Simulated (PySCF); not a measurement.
Static polarisabilities and like-pair C6 coefficients by linear response at CAM-B3LYP/def2-SVPD (PySCF, frozen core in the response, non-relativistic, gas phase), PBE0-D3(BJ)/def2-SVP geometries, one conformer each; atomic units unless stated.

```json
{"label": "P", "species": "`F[C@@H]1CC[C@H](F)[SiH2]1` (C4H8F2Si)", "α": "72.9", "C6": "2275"}
{"label": "Q", "species": "`FC(F)[C@@H]1CC[SiH2]1` (C4H8F2Si)", "α": "73.9", "C6": "2322"}
{"label": "R", "species": "`BBSC` (CH6B2S)", "α": "64.1", "C6": "1477"}
{"label": "S", "species": "`F[C@@H]1CC[C@@H](F)[SiH2]1` (C4H8F2Si)", "α": "72.9", "C6": "2272"}
{"label": "T", "species": "`FC(CC(=C)[SiH3])F` (C4H8F2Si)", "α": "78.4", "C6": "2469"}
{"label": "U", "species": "`[C@@H]1(C[C@@H](F)[SiH2]C1)F` (C4H8F2Si)", "α": "72.6", "C6": "2272"}
```

Problem. Estimate the unlike-pair coefficients by the rule C6(AB) = 2·C6(AA)·C6(BB) / [C6(AA)·αB/αA + C6(BB)·αA/αB], and compare with the geometric mean, for PQ, PR, PS, PU, QR, QT, QU and SU.

Solution. 
```tsv
pair	combination rule	geometric mean	ratio
PQ	2298	2298	1.000
PR	1826	1833	0.996
PS	2274	2274	1.000
PU	2274	2274	1.000
QR	1845	1852	0.996
QT	2393	2394	1.000
QU	2297	2297	1.000
SU	2272	2272	1.000
```

The rule is exact for one-pole polarisabilities and never exceeds the geometric mean; the two meet where both partners have the same effective excitation energy. These unlike-pair values are estimates, not computed integrals.
